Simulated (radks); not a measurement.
Values are calculated unless marked as measured or tabulated.
Fractional charge and spin in the 5p shell of samarium: the spin-up occupation runs from 2 to 3 and the spin-down occupation from 2 to 3; the fullest corner is Sm, [Kr] 4d10 4f(up 3, down 3) 5s2 6s2 5p(up 3, down 3). Level of theory: scalar-relativistic Kohn-Sham, r2SCAN, spin-polarised, spherical densities, finite nucleus; meta-GGA in the generalised Kohn-Sham scheme; Fermi nuclear charge, rms radius of each element as measured or else 0.836 A^(1/3) + 0.57 fm (a radial shooting solver on a logarithmic mesh with Libxc functionals). Energy (eV) minus the two flat planes that join the four corners (they meet along the diagonal where the two added fractions sum to one electron); zero is where a piecewise linear energy would lie.

\begin{tabular}{lrrr}
down \ up & 2 & 2.5 & 3 \\ \hline
2 & 0.000 & -1.338 & 0.000 \\
2.5 & -1.338 & 0.321 & -1.178 \\
3 & 0.000 & -1.178 & 0.000 \\
\end{tabular}

Corners above the fullest one (they belong to Sm+ and the next ion): (up 3, down 2) 28.721 eV, (up 2, down 3) 28.721 eV, (up 2, down 2) 68.827 eV. With half an added electron in each spin the energy lies 0.321 eV from the planes, and with half an added electron in spin up alone -1.338 eV. The planes are only a guide here: the flat-plane condition holds for ground states with one frontier orbital, while this shell lies below other occupied shells, so the corners above the fullest one are inner-hole states and not the ground states of those ions.
